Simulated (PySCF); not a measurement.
A geometry optimisation, step by step.

C5H8Si.
Bonds: Si1–C2, C2–C3, C3–C4 (double), C4–C5, C5–C6 (double), C4–C6. Hydrogens: H7, H8, H9 on Si1; H10, H11 on C2; H12 on C3; H13 on C5; H14 on C6.

Computed by this run: PBE0-D3(BJ)/def2-SVP geometry optimisation, gas phase in PySCF; density fitting, grid level 1; the optimiser is geomeTRIC in internal coordinates, started from a GFN2-xTB structure with every atom displaced at random (about 0.01 Å). The frame can shift and turn from step to step; on so coarse a grid that alone can change the energy by a few meV, and forces under 0.02 eV/Å are noise.

Step 0: E = -13173.6376 eV, largest atomic force 2.621 eV/Å
```
atom  x, y, z in Å  |  force x, y, z in eV/Å
Si1    -2.328    0.467   -0.148    0.147   1.082   0.552
C2     -0.794    0.308    0.925    0.180  -0.221   0.092
C3      0.260   -0.477    0.219    1.532   1.063  -0.221
C4      1.445    0.044   -0.189   -1.761  -0.641   0.462
C5      2.714   -0.027   -0.834   -1.361   1.894   1.196
C6      2.338    1.156   -0.341    0.148  -1.610  -0.435
H7     -2.853   -0.836   -0.503   -0.318  -0.832  -0.247
H8     -1.994    1.230   -1.378   -0.009   0.049  -0.186
H9     -3.378    1.229    0.615   -0.068  -0.071  -0.131
H10    -0.404    1.296    1.198   -0.096   0.242  -0.002
H11    -1.059   -0.189    1.873   -0.153   0.016   0.105
H12     0.075   -1.520    0.058   -0.066  -0.849  -0.236
H13     3.423   -0.596   -1.332    1.546  -1.167  -1.065
H14     2.548    2.181   -0.169    0.279   1.045   0.116
```

Step 1: E = -13173.7849 eV, largest atomic force 0.502 eV/Å
```
atom  x, y, z in Å  |  force x, y, z in eV/Å
Si1    -2.288    0.472    0.004   -0.067  -0.141  -0.088
C2     -0.724    0.260    1.044    0.023   0.080   0.057
C3      0.332   -0.506    0.300   -0.170  -0.164  -0.099
C4      1.386    0.066   -0.281    0.195  -0.008  -0.011
C5      2.613    0.037   -1.035    0.257  -0.372  -0.217
C6      2.221    1.208   -0.571   -0.047   0.250   0.146
H7     -2.819   -0.873   -0.395    0.023   0.047  -0.003
H8     -1.975    1.239   -1.242    0.015   0.011   0.003
H9     -3.387    1.190    0.728    0.033   0.018   0.050
H10    -0.357    1.267    1.309    0.002  -0.015   0.020
H11    -0.989   -0.235    1.994   -0.017  -0.002   0.009
H12     0.186   -1.588    0.165    0.046   0.187   0.034
H13     3.365   -0.547   -1.583   -0.266   0.226   0.173
H14     2.423    2.273   -0.450   -0.028  -0.118  -0.074
```

Step 2: E = -13173.7902 eV, largest atomic force 0.150 eV/Å
```
atom  x, y, z in Å  |  force x, y, z in eV/Å
Si1    -2.297    0.464    0.002   -0.024  -0.032  -0.029
C2     -0.733    0.266    1.046    0.077   0.087  -0.017
C3      0.331   -0.483    0.296   -0.066  -0.115  -0.069
C4      1.396    0.073   -0.282    0.005   0.062   0.098
C5      2.625    0.025   -1.029    0.004  -0.026  -0.026
C6      2.240    1.206   -0.580    0.010  -0.008   0.049
H7     -2.811   -0.878   -0.418    0.012   0.010  -0.004
H8     -1.991    1.257   -1.229    0.000   0.003   0.004
H9     -3.396    1.161    0.749    0.011   0.005   0.016
H10    -0.379    1.272    1.327   -0.008   0.002   0.004
H11    -0.998   -0.244    1.990    0.005  -0.009  -0.008
H12     0.189   -1.561    0.163    0.013  -0.014   0.014
H13     3.367   -0.564   -1.568   -0.037   0.038   0.009
H14     2.446    2.270   -0.480   -0.003  -0.003  -0.042
```

Step 3: E = -13173.7906 eV, largest atomic force 0.230 eV/Å
```
atom  x, y, z in Å  |  force x, y, z in eV/Å
Si1    -2.286    0.467   -0.005    0.006   0.046   0.039
C2     -0.722    0.263    1.039   -0.063  -0.067   0.019
C3      0.327   -0.511    0.294    0.044   0.199  -0.023
C4      1.389    0.062   -0.274    0.041  -0.082   0.026
C5      2.617    0.032   -1.020   -0.130   0.170   0.082
C6      2.216    1.208   -0.568    0.013  -0.149  -0.001
H7     -2.816   -0.870   -0.417   -0.001  -0.018  -0.007
H8     -1.975    1.252   -1.240   -0.007   0.000   0.001
H9     -3.366    1.182    0.752   -0.012  -0.004  -0.015
H10    -0.356    1.267    1.311    0.005  -0.012  -0.018
H11    -0.992   -0.236    1.986   -0.016   0.007   0.006
H12     0.188   -1.587    0.169   -0.007  -0.068   0.003
H13     3.360   -0.539   -1.564    0.121  -0.088  -0.097
H14     2.404    2.274   -0.477    0.006   0.068  -0.015
```

Step 4: E = -13173.7924 eV, largest atomic force 0.053 eV/Å
```
atom  x, y, z in Å  |  force x, y, z in eV/Å
Si1    -2.292    0.466   -0.003    0.001   0.010   0.010
C2     -0.728    0.265    1.042    0.001  -0.015   0.001
C3      0.329   -0.498    0.297   -0.011   0.029  -0.030
C4      1.395    0.067   -0.273    0.020  -0.014   0.047
C5      2.622    0.028   -1.023   -0.028   0.025   0.005
C6      2.229    1.206   -0.570    0.004  -0.019   0.018
H7     -2.811   -0.874   -0.423    0.002  -0.004  -0.004
H8     -1.985    1.258   -1.234   -0.003   0.002   0.000
H9     -3.382    1.169    0.751   -0.002  -0.003  -0.003
H10    -0.369    1.270    1.318    0.004   0.000  -0.006
H11    -0.998   -0.239    1.987   -0.005   0.003   0.001
H12     0.191   -1.576    0.171   -0.001  -0.013   0.003
H13     3.362   -0.549   -1.571    0.023  -0.016  -0.023
H14     2.425    2.272   -0.482   -0.004   0.013  -0.019
```

Step 5: E = -13173.7928 eV, largest atomic force 0.040 eV/Å
```
atom  x, y, z in Å  |  force x, y, z in eV/Å
Si1    -2.293    0.466   -0.004    0.003   0.004   0.004
C2     -0.730    0.265    1.042    0.003  -0.006  -0.003
C3      0.330   -0.497    0.298   -0.015  -0.002  -0.021
C4      1.397    0.066   -0.269    0.015  -0.003   0.037
C5      2.623    0.027   -1.020   -0.008   0.002  -0.011
C6      2.230    1.205   -0.570    0.005   0.003   0.011
H7     -2.807   -0.873   -0.429    0.001  -0.001  -0.002
H8     -1.986    1.263   -1.232   -0.002   0.002   0.000
H9     -3.384    1.165    0.751   -0.002  -0.003  -0.001
H10    -0.371    1.270    1.320    0.003   0.002  -0.003
H11    -1.000   -0.240    1.986   -0.001   0.004   0.000
H12     0.192   -1.576    0.174    0.001  -0.001   0.003
H13     3.363   -0.550   -1.572    0.002  -0.002  -0.004
H14     2.424    2.273   -0.489   -0.006   0.001  -0.011
```

Step 6: E = -13173.7930 eV, largest atomic force under 0.02 eV/Å
```
atom  x, y, z in Å  |  force x, y, z in eV/Å
Si1    -2.292    0.467   -0.006    0.004   0.000  -0.002
C2     -0.731    0.264    1.042    0.000  -0.001  -0.001
C3      0.331   -0.498    0.301   -0.007  -0.011  -0.005
C4      1.400    0.065   -0.263    0.007   0.001   0.016
C5      2.625    0.027   -1.016    0.002  -0.005  -0.015
C6      2.230    1.205   -0.567    0.003   0.008  -0.005
H7     -2.801   -0.872   -0.440    0.000   0.001  -0.001
H8     -1.986    1.272   -1.230    0.000   0.001   0.001
H9     -3.387    1.159    0.750   -0.002  -0.003   0.000
H10    -0.371    1.269    1.321    0.001   0.002  -0.001
H11    -1.004   -0.241    1.985    0.001   0.004   0.001
H12     0.195   -1.578    0.180    0.000   0.005  -0.001
H13     3.362   -0.549   -1.573   -0.007   0.003   0.010
H14     2.418    2.274   -0.498   -0.004  -0.004   0.003
```

**Question.** Summarise the path.

**Answer.** The energy falls by 0.1554 eV from step 0 to step 6; nine tenths of that is first reached at step 1. It falls at every step. The largest force goes from 2.621 to under 0.02 eV/Å. Among the bonds C5–H13 changes most, from 1.036 to 1.088 Å; the atoms move by 0.107 Å rms after alignment.

**Question.** Follow the three bonds and two angles with the largest change from start to end.

**Answer.** 
| step | E above end (eV) | largest force (eV/Å) | C5–H13 (Å) | Si1–H7 (Å) | C6–H14 (Å) | C2–Si1–H9 (°) | Si1–C2–H10 (°) |
| --- | --- | --- | --- | --- | --- | --- | --- |
| 0 | 0.1554 | 2.621 | 1.036 | 1.448 | 1.060 | 108.8 | 110.9 |
| 1 | 0.0081 | 0.502 | 1.099 | 1.500 | 1.092 | 113.2 | 107.7 |
| 2 | 0.0028 | 0.150 | 1.090 | 1.498 | 1.088 | 112.3 | 108.1 |
| 3 | 0.0024 | 0.230 | 1.083 | 1.496 | 1.086 | 111.6 | 108.2 |
| 4 | 0.0005 | 0.053 | 1.087 | 1.496 | 1.088 | 111.9 | 108.1 |
| 5 | 0.0002 | 0.040 | 1.088 | 1.497 | 1.088 | 111.9 | 108.1 |
| 6 | 0.0000 | under 0.02 | 1.088 | 1.497 | 1.088 | 111.9 | 108.1 |

What follows is the cost of the whole optimisation. Hardware: one thread of an Arm Neoverse N1, no GPU, shared host with 64 logical CPUs at a one-minute load of 62. Cost: 72 s of wall time, 0.50 GiB resident at most.
